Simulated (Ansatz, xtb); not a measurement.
Isomers of C2H8SSi3 in order of energy

5 gas-phase structures of C2H8SSi3, from a drawn sample of its isomers (lower ones may exist). Each was relaxed with GFN2-xTB; where two conformers were screened, the lower at r2SCAN-D4/def2-SVP is listed:

A. `C#C[Si@@H]([SiH3])[SiH2]S`, a singlet
B. `C#C[Si@@H](S)[SiH2][SiH3]`, a singlet
C. `C#C[Si]([SiH3])([SiH3])S`, a singlet
D. `C#C[SiH2][SiH2][SiH2]S`, a singlet
E. `C#C[SiH2][Si@@H]([SiH3])S`, a singlet

Q: Which do you expect lowest at r2SCAN-D4/def2-SVP, and how would the others follow?

A: Calculated order at r2SCAN-D4/def2-SVP: E (0.0), B (0.2), D (1.0), A (1.8), C (2.4) kJ/mol. Less than 1 kcal/mol parts E and B; B and D; D and A; A and C, so the order within those pairs means little.

Energies above the lowest of each column, in kJ/mol; the last columns are at B3LYP/def2-SVP geometries:

```json
{"structure": "E", "GFN2-xTB": "3.8", "HF/STO-3G": "5.3", "r2SCAN-D4/def2-SVP": "0.0", "B3LYP/def2-SVP": "2.4", "CCSD(T)/def2-SVP + ΔMP2/def2-TZVPP": "3.2"}
{"structure": "B", "GFN2-xTB": "7.6", "HF/STO-3G": "1.9", "r2SCAN-D4/def2-SVP": "0.2", "B3LYP/def2-SVP": "0.0", "CCSD(T)/def2-SVP + ΔMP2/def2-TZVPP": "0.0"}
{"structure": "D", "GFN2-xTB": "2.6", "HF/STO-3G": "4.1", "r2SCAN-D4/def2-SVP": "1.0", "B3LYP/def2-SVP": "1.4", "CCSD(T)/def2-SVP + ΔMP2/def2-TZVPP": "1.7"}
{"structure": "A", "GFN2-xTB": "0.0", "HF/STO-3G": "0.0", "r2SCAN-D4/def2-SVP": "1.8", "B3LYP/def2-SVP": "1.6", "CCSD(T)/def2-SVP + ΔMP2/def2-TZVPP": "2.0"}
{"structure": "C", "GFN2-xTB": "5.6", "HF/STO-3G": "3.1", "r2SCAN-D4/def2-SVP": "2.4", "B3LYP/def2-SVP": "1.9", "CCSD(T)/def2-SVP + ΔMP2/def2-TZVPP": "1.3"}
```

CCSD(T)/def2-SVP + ΔMP2/def2-TZVPP has A and B and C and D and E within 1 kcal/mol of each other at the bottom, and every level picks one of them. CCSD(T)/def2-SVP + ΔMP2/def2-TZVPP orders those it was run on as B (0.0), C (1.3), D (1.7), A (2.0), E (3.2) kJ/mol. Less than 1 kcal/mol parts B and C; C and D; D and A; A and E, so the order within those pairs means little. Flexible structures stand in one conformer each, not always the lowest. ΔMP2 is the change of the MP2 energy from the smaller to the larger basis.

Over these structures GFN2-xTB departs from r2SCAN-D4/def2-SVP by 2.4 kJ/mol on average once a common shift is removed. A GFN2-xTB relaxation took about 0.16 s and the r2SCAN-D4/def2-SVP energy about 1.9 s on a shared host (Ansatz 0.2.0, xtb 6.7.1).
